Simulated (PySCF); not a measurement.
# Arsenic: a sound run and one with changed settings

Sound run: As [Ar] 3d10 4s2 4p3, As⁺ [Ar] 3d10 4s2 4p2. All numbers are calculated (PySCF 2.14, scalar relativity by spin-free X2C-1e, in x2c-SVPall (5s4p3d, 32 functions)). In the sound run the correlated levels freeze [Ar] 3d10. The sound run starts from symmetry-adapted Hartree-Fock orbitals and uses a fine grid where one is needed.

Changed run: all electrons correlated in a basis built for the valence shell.

| species | method | sound run (hartree) | changed run (hartree) | converged |
| --- | --- | --- | --- | --- |
| As | MP2 | -2258.67877 | -2258.84105 | yes |
| As⁺ | MP2 | -2258.31988 | -2258.48022 | yes |

Ionisation energy of As:

```csv
method,sound run (eV),changed run (eV)
UHF,9.431,9.431
MP2,9.766,9.819
SCS-MP2,9.645,9.677
```

A valence basis has no tight correlating functions, so it recovers only part of the core correlation, and not evenly between atom and ion.

For comparison, NIST gives 9.789 eV between the lowest levels.
